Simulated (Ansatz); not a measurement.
Computed with Ansatz on PBE0-D4/def2-TZVP structures; ΔE is electronic, products minus reactants. CCSD(T)/CBS adds triple-zeta CCSD(T) − MP2 to the extrapolated MP2 energy (def2 sets, frozen cores). This one scheme is used for every species. Functionals use def2-TZVPP. B3LYP here is the variant with VWN-RPA as its local correlation; programs differ in this. One conformer a species, not always the lowest.

Reaction (redistribution): `CS[SiH](N)O` + `OBCO` → `CS[SiH](O)O` + `NCBO`

(1) Is it downhill or uphill in electronic energy at CCSD(T)/CBS, and by how much? (Best estimate.)

(2) What do these levels give: PBE-D4, B3LYP-D4, ωB97X-V, ωB97M-V, B2PLYP, r2SCAN, B3LYP, HF/def2-TZVPP, CCSD(T)/def2-TZVPP, MP2/def2-QZVPP, MP2/CBS(def2), CCSD/CBS(def2)? (Best estimate.)

Largest T1 diagnostic among the species: 0.012.

Answers

(1) Computed: Downhill: ΔE = -17.1 kcal/mol.

(2) The calculation gave: PBE-D4 -16.5, B3LYP-D4 -16.2, ωB97X-V -16.4, ωB97M-V -16.8, B2PLYP -17.0, r2SCAN -17.0, B3LYP -16.3, HF/def2-TZVPP -15.6, CCSD(T)/def2-TZVPP -17.5, MP2/def2-QZVPP -17.8, MP2/CBS(def2) -17.7, CCSD/CBS(def2) -16.7 kcal/mol.

In def2-TZVPP, CCSD(T) changes the Hartree–Fock value by −2.0 kcal/mol (the triples alone add −0.3 kcal/mol) and MP2 by −2.6 kcal/mol.
